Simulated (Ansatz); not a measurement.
Geometry optimisation, RKS PBE0/6-31G* in Ansatz.

input.yaml

```yaml
crystal:
  periodic: [false, false, false]
  atoms:
    - { symbol: B, position_ang: [-0.018321, 0.720457, 0.033016] }
    - { symbol: O, position_ang: [-0.396669, -1.144099, 1.813069] }
    - { symbol: H, position_ang: [-1.294281, -1.330633, 1.506125] }
    - { symbol: H, position_ang: [0.968249, 0.313258, -0.520754] }
    - { symbol: H, position_ang: [-1.118621, 0.47035, -0.382437] }
    - { symbol: O, position_ang: [0.099568, 1.594979, 1.093559] }
    - { symbol: Al, position_ang: [1.117203, 2.660581, 1.973451] }
    - { symbol: H, position_ang: [1.382432, 2.263021, 3.487093] }
    - { symbol: H, position_ang: [1.625856, 3.985491, 1.267273] }
    - { symbol: H, position_ang: [-0.463516, -0.239204, 2.194405] }
basis:
  gaussian: { orbitals: "6-31G*" }
hamiltonian:
  xc: pbe0
relax:
  f_tol: 0.03
  max_steps: 50
```

Run as:

```bash
$ ansatz run input.yaml --threads 1 --pin off --max-ram 2048MiB --backend cpu --events-out ev --progress --plain --runs-dir out
```

Problem. Where does it end, and by what steps?

Solution. The run converged. The force dipped under the threshold on the way, but the program's further checks kept it going. After 33 steps the energy has fallen by 0.198 eV; H10 moved furthest, 1.02 Å. Joined: B1–O2 (2.61 → 1.78 Å).

| step | energy less start (eV) | largest force component (eV/Å) | accepted |
| --- | --- | --- | --- |
| 0 | 0.0000 | 0.802 | yes |
| 2 | -0.0531 | 0.913 | yes |
| 4 | -0.1118 | 0.622 | yes |
| 6 | -0.1575 | 0.263 | yes |
| 8 | -0.1713 | 0.174 | yes |
| 10 | -0.1837 | 0.095 | yes |
| 12 | -0.1869 | 0.106 | yes |
| 14 | -0.1890 | 0.144 | yes |
| 16 | -0.1921 | 0.022 | yes |
| 18 | -0.1923 | 0.016 | yes |
| 20 | -0.1927 | 0.052 | yes |
| 22 | -0.1926 | 0.176 | no |
| 24 | -0.1939 | 0.013 | yes |
| 26 | -0.1946 | 0.105 | yes |
| 28 | -0.1957 | 0.101 | yes |
| 30 | -0.1964 | 0.172 | yes |
| 32 | -0.1975 | 0.061 | yes |
| 33 | -0.1983 | 0.021 | yes |

```xyz
10
Properties=species:S:1:pos:R:3
B 0.008 0.487 0.353
O -0.628 -0.969 1.152
H -1.442 -0.664 1.583
H 0.912 -0.015 -0.276
H -0.988 0.810 -0.260
O 0.359 1.267 1.468
Al 1.029 2.726 2.003
H 1.158 2.884 3.581
H 1.489 3.856 0.983
H 0.008 -1.088 1.877
```

Whether the end is a true minimum wasn't checked by a vibrational analysis.

The run took 87 s on 1 thread of Arm Neoverse V2, with other jobs on the host, peak memory 0.14 GiB.
